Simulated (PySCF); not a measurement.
# One molecule, several mistakes: C2H8NSi

Calculated results; nothing here was measured. They come from PySCF 2.14.0, an open-source quantum chemistry program, on an isolated molecule that a program drew, which may never have been made. The molecule is C2H8NSi (charge 0, doublet), drawn as the SMILES string `NC[CH][SiH3]`.

Each row is a Hartree-Fock (HF) and frozen-core CCSD(T) single point in the cc-pV(D+d)Z basis, meant for a local HF minimum. Run 1 is clean. Each other run has one planted mistake out of seven kinds, and not every kind appears here: one electron removed, one electron added, multiplicity raised by two, geometry at a saddle point, minimal basis STO-3G, one bond length entered in bohr, all coordinates scaled. The reference is restricted for singlets and unrestricted otherwise, and also for a bond in bohr. Adding or removing an electron swaps singlet and doublet. Electrons count all cores. HOMO and LUMO are orbital energies over both spins, the gradient is its largest component, and the lowest frequency (negative if imaginary) is given only where the gradient is small. Bond lengths are over the 11 bonds as drawn. T1 is the CCSD diagnostic: over 0.02 (restricted) or 0.045 (unrestricted) a single reference is doubtful.

Geometry of the clean run:
```xyz
12
C2H8NSi, angstrom
N    -0.6436    1.3525    2.0594
C    -1.1567   -0.0081    2.0924
C    -1.5076   -0.6144    0.7514
Si   -1.2612   -2.3968    0.2735
H    -1.3240    1.9684    1.6454
H     0.1686    1.3982    1.4665
H    -2.0472   -0.0114    2.7315
H    -0.4215   -0.6317    2.6075
H    -2.0521    0.0443    0.0750
H    -1.4200   -2.5494   -1.1917
H    -2.2421   -3.2884    0.9444
H     0.0960   -2.8470    0.6696
```

| run | electrons | basis functions | <S^2> | HOMO (eV) | LUMO (eV) | gradient (hartree/bohr) | lowest frequency (cm^-1) | mean bond (Å) | longest bond (Å) | T1 | HF (hartree) | CCSD(T) (hartree) | mistake |
|---|---|---|---|---|---|---|---|---|---|---|---|---|---|
| 1 | 41 | 105 | 0.762 | -9.73 | 2.50 | 9.2e-06 | 43 | 1.3248 | 1.862 | 0.0118 | -423.73620 | -424.34791 | no fault |
| 2 | 41 | 105 | 3.774 | -2.29 | 0.62 | 7.0e-02 | - | 1.3248 | 1.862 | 0.0240 | -423.50014 | -424.09207 | multiplicity raised by two |
| 3 | 40 | 105 | 0.000 | -16.27 | -6.32 | 6.0e-02 | - | 1.3248 | 1.862 | 0.0350 | -423.44077 | -424.04499 | one electron removed |
| 4 | 41 | 105 | 0.759 | -9.61 | 2.53 | 6.2e-02 | - | 1.2413 | 1.744 | 0.0116 | -423.68497 | -424.28586 | ? |
| 5 | 41 | 105 | 1.523 | -8.62 | 1.61 | 1.1e-02 | - | 1.4754 | 3.518 | 0.0220 | -423.60435 | -424.19553 | ? |

**Which mistake was planted in run 4, and what did it cost?**

The mean and the longest bond both change by the same factor, 0.937, and the gradient is no longer small. So the mistake is: all coordinates scaled. Subtracting run 1 and multiplying by 627.51 kcal/mol a hartree, the energy moved by 32.1 kcal/mol in HF and 38.9 kcal/mol in CCSD(T).

**Which mistake was planted in run 5, and what did it cost?**

The mean bond changes by a factor of 1.114 and the longest by 1.889, so the molecule wasn't scaled as a whole. A length L in bohr read as angstrom grows by (1/0.5292 - 1) L = 0.890 L. The 11 bonds together grew by 11 x 0.1506 = 1.657 Å, which gives L = 1.862 Å. That is bond C3-Si4, 1.862 Å in the clean geometry. So the mistake is: one bond length entered in bohr. Subtracting run 1 and multiplying by 627.51 kcal/mol a hartree, the energy moved by 82.7 kcal/mol in HF and 95.6 kcal/mol in CCSD(T).

Cautions from the logs. Run 3: T1 is over the limit, so its CCSD(T) energy is less reliable.
